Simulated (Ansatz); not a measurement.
Geometry optimisation, RKS PBE-D4/def2-SVP (Ansatz 0.2.0).

The input (input.yaml):

```yaml
crystal:
  periodic: [false, false, false]
  atoms:
    - { symbol: B, position_ang: [-1.0998, 1.2248, -1.3796] }
    - { symbol: Al, position_ang: [0.4178, 0.1364, -0.6724] }
    - { symbol: C, position_ang: [0.2482, -0.7182, 1.0773] }
    - { symbol: "N", position_ang: [-0.9403, -0.56659, 1.72754] }
    - { symbol: H, position_ang: [-2.1253, 1.3912, -0.7612] }
    - { symbol: H, position_ang: [-1.0671, 1.8029, -2.4513] }
    - { symbol: H, position_ang: [1.7741, -0.0353, -1.54] }
    - { symbol: H, position_ang: [0.98711, -1.33353, 1.45537] }
    - { symbol: H, position_ang: [-0.99379, -1.05749, 2.68243] }
basis:
  gaussian: { orbitals: def2-SVP }
hamiltonian:
  xc: pbe
  dispersion: d4
relax:
  f_tol: 0.015
  max_steps: 40
output:
  orbitals: {}
```

Launched with:

```bash
$ ansatz run input.yaml --threads 1 --pin off --max-ram 2048MiB --backend cpu --events-out ev --progress --plain --runs-dir out
```

Problem. Where does it end, and by what steps?

Solution. The run converged. After 30 steps the energy has fallen by 1.991 eV; H6 moved furthest, 2.12 Å. Joined: B1–N4.

```json
{"step": "0", "energy less start (eV)": "0.0000", "largest force component (eV/Å)": "4.998", "accepted": "yes"}
{"step": "2", "energy less start (eV)": "-0.3850", "largest force component (eV/Å)": "1.402", "accepted": "yes"}
{"step": "4", "energy less start (eV)": "-0.5065", "largest force component (eV/Å)": "0.248", "accepted": "yes"}
{"step": "6", "energy less start (eV)": "-0.5302", "largest force component (eV/Å)": "0.171", "accepted": "yes"}
{"step": "8", "energy less start (eV)": "-0.5917", "largest force component (eV/Å)": "0.581", "accepted": "yes"}
{"step": "10", "energy less start (eV)": "-0.6819", "largest force component (eV/Å)": "0.159", "accepted": "yes"}
{"step": "12", "energy less start (eV)": "-0.6931", "largest force component (eV/Å)": "0.141", "accepted": "yes"}
{"step": "14", "energy less start (eV)": "-0.7103", "largest force component (eV/Å)": "0.221", "accepted": "yes"}
{"step": "16", "energy less start (eV)": "-0.7291", "largest force component (eV/Å)": "0.282", "accepted": "yes"}
{"step": "18", "energy less start (eV)": "-0.7513", "largest force component (eV/Å)": "0.317", "accepted": "yes"}
{"step": "20", "energy less start (eV)": "-0.8194", "largest force component (eV/Å)": "0.712", "accepted": "yes"}
{"step": "22", "energy less start (eV)": "-1.1242", "largest force component (eV/Å)": "1.013", "accepted": "yes"}
{"step": "24", "energy less start (eV)": "-1.7269", "largest force component (eV/Å)": "1.391", "accepted": "yes"}
{"step": "26", "energy less start (eV)": "-1.6842", "largest force component (eV/Å)": "1.956", "accepted": "no"}
{"step": "28", "energy less start (eV)": "-1.9907", "largest force component (eV/Å)": "0.121", "accepted": "yes"}
{"step": "30", "energy less start (eV)": "-1.9915", "largest force component (eV/Å)": "0.007", "accepted": "yes"}
```

```xyz
9
Properties=species:S:1:pos:R:3
B -1.149 0.751 -0.563
Al 0.940 0.375 -0.881
C 0.348 -0.676 0.815
N -0.865 -0.218 0.671
H -1.496 1.861 -0.163
H -1.965 0.241 -1.327
H 2.458 0.346 -1.433
H 0.541 -1.352 1.676
H -1.611 -0.484 1.344
```

Time of the run: 74 s on 1 thread of Arm Neoverse V2, with other jobs on the host, peak memory 0.14 GiB.
